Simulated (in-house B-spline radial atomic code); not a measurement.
Checks on a self-consistent run for Pd²⁺, [Kr] (4d3/2)2 (4d5/2)5 (5g9/2)1. Computed with an all-electron radial atomic-structure program (B-spline basis): Dirac-Hartree-Fock, average of the jj configuration, Fermi nucleus of rms radius 4.5318 fm.

| orbital | q | ε (Eh) | <1/r> | <r²> | small-component weight |
| --- | --- | --- | --- | --- | --- |
| 1s1/2 | 2 | -901.55372 | 48.2406 | 0.00137049 | 0.02835 |
| 2s1/2 | 2 | -135.91878 | 11.1121 | 0.0224314 | 0.0059375 |
| 2p1/2 | 2 | -125.76320 | 11.055 | 0.016881 | 0.0059151 |
| 2p3/2 | 4 | -119.88555 | 10.4219 | 0.0182045 | 0.005688 |
| 3s1/2 | 2 | -27.00864 | 3.88433 | 0.162515 | 0.0016655 |
| 3p1/2 | 2 | -22.95288 | 3.77983 | 0.158786 | 0.0016029 |
| 3p3/2 | 4 | -21.89640 | 3.62995 | 0.167644 | 0.001545 |
| 3d3/2 | 4 | -14.76969 | 3.44508 | 0.149987 | 0.0014156 |
| 3d5/2 | 6 | -14.58079 | 3.40787 | 0.152567 | 0.0013996 |
| 4s1/2 | 2 | -5.25601 | 1.44791 | 1.0073 | 0.00039374 |
| 4p1/2 | 2 | -3.85061 | 1.33613 | 1.16207 | 0.00034577 |
| 4p3/2 | 4 | -3.74519 | 1.29167 | 1.22697 | 0.00033055 |
| 4d3/2 | 2 | -1.69169 | 1.01908 | 1.95918 | 0.00021889 |
| 4d5/2 | 5 | -1.67962 | 1.00777 | 1.99614 | 0.00021493 |
| 5g9/2 | 1 | -0.18006 | 0.120153 | 91.5228 | 4.8049e-06 |

Electron-electron repulsion V_ee = 1857.2082 hartree.

Question: What total energy follows from the eigenvalues?

Answer: The eigenvalues count the repulsion twice, so E = Σqε - V_ee = -3185.241 - 1857.208 = -5042.450 hartree; the run printed -5042.450.

Question: Does the Dirac virial theorem hold?

Answer: For a point nucleus E = -2c²Σq·w, with w the small-component weight. Here Σq·w = 0.13425 and c = 137.0360, so the ratio E/(-2c²Σq·w) is 1.000036; the finite nucleus accounts for the departure from 1.

Question: What diamagnetic shielding (Lamb formula) and susceptibility (Langevin formula) do the radii give?

Answer: σ = (α²/3)Σq<1/r> = 264.51/(3·137.036²) = 4695.2 ppm, and χ = -0.79199×10⁻⁶·Σq<r²> = -93.18×10⁻⁶ cm³/mol with Σq<r²> = 117.65 bohr². Both are non-relativistic formulas without the paramagnetism of open shells.
